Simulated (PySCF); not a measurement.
Molecule: SMILES P1[Si@H](F)CC[SiH2]1, C2H8FPSi2.

Bonds (- single, = double, # triple, : aromatic): F1-Si2, Si2-C3, C3-C4, C4-Si5, Si5-P6, P6-Si2. Si2 carries H7; C3 carries H8, H9; C4 carries H10, H11; Si5 carries H12, H13; P6 carries H14. Stereochemistry as in F[Si@@H]1CC[SiH2]P1. H8, H10, H12 are cis to F1 on the ring; H9, H11, H13 are trans to F1 on the ring.

Frames of a GFN2-xTB Langevin trajectory at 400 K; GIAO PBE0/pcSseg-1 shieldings in PySCF, gas phase, non-relativistic; equivalent atoms averaged within each frame.

δ = σ(ref) − σ, references computed at the same level: CFCl3 for 19F (σref 170.95); TMS for 29Si (σref 349.16) and 13C (σref 186.93) and 1H (σref 31.72); 31P (σref 318.38) vs H3PO4. The references are static minima.

Task: How do the shifts (ppm) fluctuate along the trajectory?

Result: 
```csv
time (fs),F1,Si2,Si5,C3,C4,P6,H7,H13,H12,H9
250,-201.5,42.3,-33.1,27.4,13.1,-310.9,5.50,5.17,4.99,3.39
425,-186.4,62.1,-19.1,34.7,11.2,-304.2,6.11,3.97,5.66,3.20
625,-184.8,55.3,-41.4,18.1,-0.3,-324.7,6.53,4.02,5.63,1.72
800,-191.7,61.6,-35.4,27.2,15.3,-351.3,6.78,5.10,4.53,3.79
1000,-196.9,56.5,-17.4,14.5,6.1,-322.3,5.53,4.77,4.31,0.66
mean of frames,-192.3,55.6,-29.3,24.4,9.1,-322.7,6.09,4.61,5.02,2.55
standard deviation,7.0,8.0,10.5,8.1,6.3,18.1,0.58,0.58,0.62,1.32
```

5 frames give an uncertainty of the mean of about the standard deviation over 2.2 at best, since frames this close in time may not be independent; classical motion lacks zero-point vibration, and the reference would need the same averaging.
